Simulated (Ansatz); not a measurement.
Reaction (formal hydrolysis of the Al–O bond): `C[O][Al]([CH3])[OH]` + H₂O → `[CH3][Al]([OH])[OH]` + CH₃OH

Program: Ansatz. Geometries: PBE0-D4/def2-TZVP. ΔE: electronic, gas phase. CCSD(T)/CBS is the MP2 limit (def2-TZVPP, def2-QZVPP) plus CCSD(T) − MP2 in def2-TZVPP, frozen cores. This one scheme is used for every species. Functionals use def2-TZVPP. Each species was taken in one conformer, which may not be the lowest.

`C[O][Al]([CH3])[OH]`:

Cartesian coordinates in Å:
```
C -0.081 1.155 1.728
O 0.784 0.381 0.954
Al 0.623 -0.504 -0.477
C -1.044 -0.630 -1.458
O 2.001 -1.306 -1.051
H 0.293 2.181 1.807
H -1.098 1.200 1.314
H -0.152 0.747 2.743
H -1.407 0.359 -1.756
H -0.928 -1.232 -2.361
H -1.831 -1.085 -0.849
H 2.839 -1.267 -0.594
```

H₂O:

Z-matrix (Å, degrees):
```
O
H 1 0.960
H 1 0.960 2 105.1
```

`[CH3][Al]([OH])[OH]`:

Cartesian coordinates in Å:
```
C 0.075 0.861 1.246
Al -0.018 -0.230 -0.347
O -0.949 -1.649 -0.307
O 0.832 0.259 -1.732
H 0.545 0.314 2.068
H 0.648 1.775 1.076
H -0.925 1.143 1.588
H -1.061 -2.261 -1.030
H 0.853 -0.211 -2.563
```

CH₃OH:

Cartesian coordinates in Å:
```
C 0.170 0.311 -0.031
O -0.341 -0.828 0.622
H 0.667 0.919 0.726
H -0.620 0.919 -0.490
H 0.909 0.056 -0.801
H -0.785 -1.377 -0.026
```

```
              species  BHLYP energy (Eh)
`C[O][Al]([CH3])[OH]`         -473.40282
                  H₂O          -76.42312
`[CH3][Al]([OH])[OH]`         -434.12064
                CH₃OH         -115.70722
```

Problem. Work out ΔE.

Solution. ΔE = (-434.12064) + (-115.70722) − (-473.40282) − (-76.42312) = -0.00192 Eh = -5.0 kJ/mol. CCSD(T)/CBS gives -1.5 kJ/mol.

Largest T1 diagnostic among the species: 0.012.

The D4 term adds +4.2 kJ/mol with B3LYP and +2.6 kJ/mol with PBE0; it sums over pairs of atoms, weighted by their polarisabilities, and B3LYP, whose exchange is more repulsive, gets the larger term. Leaving LDA and LC-ωPBE aside and taking each functional with its dispersion term where it has one, the values, not all of them listed here, spread over 3.2 kJ/mol, from B2PLYP to BHLYP-D4.

B3LYP here is the variant with VWN-RPA as its local correlation; programs differ in this.
